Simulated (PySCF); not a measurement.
A series of related molecules.

All values: PBE0/pcSseg-1 (PySCF) at GFN2-xTB geometries, gas phase, one conformer each.

Question: Rank by LUMO energy, highest first.
A. `FC[C@@H]1C=COCC1`
B. `[C@H]1(C=COCC1)CCl`
C. `O1C=C[C@H](C(C)(C)C)CC1`

Answer: C (0.82 eV), A (0.65 eV), B (0.35 eV).

All values together:

```csv
SMILES,formula,μ (D),HOMO (eV),LUMO (eV),lowest IAO charge (e),highest IAO charge (e),lowest Hirshfeld charge (e),highest Hirshfeld charge (e)
[SiH3]C[C@H]1C=COCC1,C6H12OSi,0.65,-6.41,0.60,-0.527 (C),+0.589 (Si),-0.154 (C),+0.311 (Si)
ClC[C@@H]1C=COCC1,C6H9ClO,0.99,-6.65,0.35,-0.336 (O),+0.163 (H),-0.116 (O),+0.057 (H)
FC[C@@H]1C=COCC1,C6H9FO,1.97,-6.53,0.65,-0.339 (O),+0.162 (H),-0.120 (F/O),+0.055 (H)
CC(C)(C)[C@H]1C=COCC1,C9H16O,1.30,-6.29,0.82,-0.417 (C),+0.158 (H),-0.123 (C),+0.053 (H)
```

Conformers: `[SiH3:1][CH2:2][C@H:3]1[CH:4]=[CH:5][O:6][CH2:7][CH2:8]1` with Si1–C2–C3–C4 179°, C2–C3–C4–C5 138°, C4–C5–O6–C7 10°, C5–O6–C7–C8 -42°, O6–C7–C8–C3 62°; `[Cl:1][CH2:2][C@@H:3]1[CH:4]=[CH:5][O:6][CH2:7][CH2:8]1` with Cl1–C2–C3–C4 -178°, C2–C3–C4–C5 -140°, C4–C5–O6–C7 -9°, C5–O6–C7–C8 41°, O6–C7–C8–C3 -61°; `[F:1][CH2:2][C@@H:3]1[CH:4]=[CH:5][O:6][CH2:7][CH2:8]1` with F1–C2–C3–C4 -68°, C2–C3–C4–C5 -138°, C4–C5–O6–C7 -10°, C5–O6–C7–C8 43°, O6–C7–C8–C3 -62°; `[CH3:1][C:2]([CH3:3])([CH3:4])[C@H:5]1[CH:6]=[CH:7][O:8][CH2:9][CH2:10]1` with C2–C5–C6–C7 142°, C6–C7–O8–C9 10°, C7–O8–C9–C10 -43°, O8–C9–C10–C5 63°.
